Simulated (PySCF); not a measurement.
## PBE0 on Cr⁺ (chromium, charge +1)

Configuration: [Ar] 3d4 4s1, high-spin 6D determinant (an excited configuration). All numbers are calculated (PySCF 2.14, the spin-free X2C one-electron Hamiltonian (Gaussian nucleus), in aug-cc-pwCVTZ-DK with one added diffuse shell each of s, p, d, f, g type (11s10p8d5f4g, 152 functions)).

- Total energy: -1050.264 hartree
- One-electron energy: -1436.413 hartree
- Hartree (Coulomb) energy: 434.808 hartree
- Exchange-correlation energy: -48.660 hartree
- ⟨S²⟩: 8.7504
- ⟨L²⟩: 6.007
- Sum of ⟨r⟩: 17.71 bohr
- Sum of ⟨r²⟩: 26.79 bohr²
- Traceless quadrupole moment −½Σ⟨3z² − r²⟩ along its main axis: -0.471 e·bohr²
- Langevin diamagnetic susceptibility: -21.2 ×10⁻⁶ cm³/mol
- Time after the integrals: roughly 9 core-seconds

```tsv
shell	electrons	mean orbital energy (hartree)	spread (hartree)	rms radius, mean of both spins (bohr)
1s α	1	-217.91028	0	0.0734
1s β	1	-217.90911	0	0.0734
2s α	1	-25.50314	0	0.318
2s β	1	-25.43835	0	0.318
2p α	3	-21.47434	0.01256	0.288
2p β	3	-21.42011	0.02728	0.288
3s α	1	-3.40796	0	0.964
3s β	1	-3.22279	0	0.964
3p α	3	-2.30114	0.00629	1.04
3p β	3	-2.10246	0.06156	1.04
3d α	4	-0.63392	0.04172	1.42
4s α	1	-0.46811	0	3.11
```

Densities and radii are taken from the X2C orbitals without a picture-change correction, which distorts them close to the nucleus.
